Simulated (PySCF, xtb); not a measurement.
Si(H)(SeH)3 (H4Se3Si), SMILES [SeH][SiH]([SeH])[SeH].

GFN2-xTB in xtb 6.7.1 at its own geometry gives an orbital gap of 3.66 eV and a dipole moment of 1.16 D.

Geometry: B3LYP-D3(BJ)/def2-SVP. Other conformers were not sampled.

Q: What does PySCF with PBE/def2-TZVP give? (Estimate from the structure and the level; the computed values follow.)

A: gap 4.19 eV (levels -5.98 and -1.78 eV), dipole 0.69 D.
